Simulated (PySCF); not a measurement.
Highest occupied level (eV) of eight compounds of closed-shell metals: PBE beside HF, computed with PySCF for isolated molecules in the bases named; differences from unrounded values. The eight are the first of their class met in an unordered collection, after screening for sound electronic states; none was chosen by its value. Each molecule has one DFT geometry for both levels.

| molecule | basis | HF | PBE | difference |
|---|---|---|---|---|
| Al(Cl)(GeH3)(Me) (CH6AlClGe), SMILES [CH3][Al]([Cl])[GeH3] | def2-TZVP | -10.12 | -6.46 | 3.66 |
| Al(Cl)(OH)(OSiH3) (AlClH4O2Si), SMILES [OH][Al]([Cl])[O][SiH3] | def2-TZVP | -12.43 | (withheld) | (withheld) |
| Zn(SMe)(SeH) (CH4SSeZn), SMILES [S]([Zn][SeH])C | def2-TZVP | -9.53 | -5.70 | 3.83 |
| AlH7O2Si2, SMILES [SiH2]([SiH3])[Al]([OH])[OH] | def2-TZVP | -10.10 | (withheld) | (withheld) |
| C2H7AlO2, SMILES [O](C)[AlH][O]C | def2-TZVP | -11.84 | -6.35 | 5.48 |
| Al(Cl)(Me)(NCO) (C₂H₃AlClNO), SMILES C(=[N][Al]([Cl])[CH3])=O | def2-TZVP | -11.93 | -7.24 | 4.69 |
| Mg(Et)(OMe) (C3H8MgO), SMILES [Mg]([CH2]C)[O]C | def2-TZVP | -9.41 | -5.44 | 3.97 |
| Al(H)(Me)(OEt) (C3H9AlO), SMILES CC[O][AlH][CH3] | def2-TZVP | -11.04 | (withheld) | (withheld) |

Problem. Fill in the missing entries. (An estimate is asked for; the answer gives what the named calculation found.)

Solution. 
- Al(Cl)(OH)(OSiH3) (AlClH4O2Si), SMILES [OH][Al]([Cl])[O][SiH3], PBE: -7.41
- Al(Cl)(OH)(OSiH3) (AlClH4O2Si), SMILES [OH][Al]([Cl])[O][SiH3], difference: 5.03
- Al(H)(Me)(OEt) (C3H9AlO), SMILES CC[O][AlH][CH3], PBE: -6.30
- Al(H)(Me)(OEt) (C3H9AlO), SMILES CC[O][AlH][CH3], difference: 4.74
- AlH7O2Si2, SMILES [SiH2]([SiH3])[Al]([OH])[OH], PBE: -6.71
- AlH7O2Si2, SMILES [SiH2]([SiH3])[Al]([OH])[OH], difference: 3.39

PBE lies below HF in 0 and above it in 8 of the eight; the mean signed difference is 4.35 and the largest 5.48 eV.
